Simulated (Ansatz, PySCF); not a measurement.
This Ansatz (an electronic-structure program) input computes a BLYP/def2-TZVPD energy:

Ansatz 0.2 input:
```yaml
crystal:
  periodic: [false, false, false]
  atoms:
    - {symbol: Si, position_ang: [-0.02740809, -0.66666565, 0.01708470]}
    - {symbol: F, position_ang: [-0.01880875, -1.56987466, 1.31196114]}
    - {symbol: F, position_ang: [-0.11279251, -1.63115199, -1.22992817]}
    - {symbol: Br, position_ang: [-1.79487643, 0.62128075, 0.05138651]}
    - {symbol: Br, position_ang: [1.83967999, 0.46850665, -0.07931458]}
basis:
  gaussian:
    orbitals: def2-TZVPD
hamiltonian:
  xc: {name: BLYP}
output: {forces: true}
```

### Question
Write an input for the same energy in PySCF and say what it gives.

### Answer

```python
from pyscf import gto, scf, dft

mol = gto.M(
    atom='''
    Si   -0.02740809   -0.66666565    0.01708470
    F    -0.01880875   -1.56987466    1.31196114
    F    -0.11279251   -1.63115199   -1.22992817
    Br   -1.79487643    0.62128075    0.05138651
    Br    1.83967999    0.46850665   -0.07931458
    ''',
    basis='def2-tzvpd',
    charge=0,
    spin=0,
    verbose=4,
)

mf = dft.RKS(mol, xc='blyp').density_fit(auxbasis='def2-universal-jkfit')
mf.grids.level = 3
mf.conv_tol = 1e-9
mf.max_cycle = 100
mf.max_memory = 1500
mf.kernel()
if not mf.converged:
    mf = mf.newton()
    mf.kernel(mf.make_rdm1())
mf.analyze()
```
It gives -5637.86379 Eh, and Ansatz -5637.86371 Eh, a difference of 0.08 mEh, from the treatment of integrals and grids.
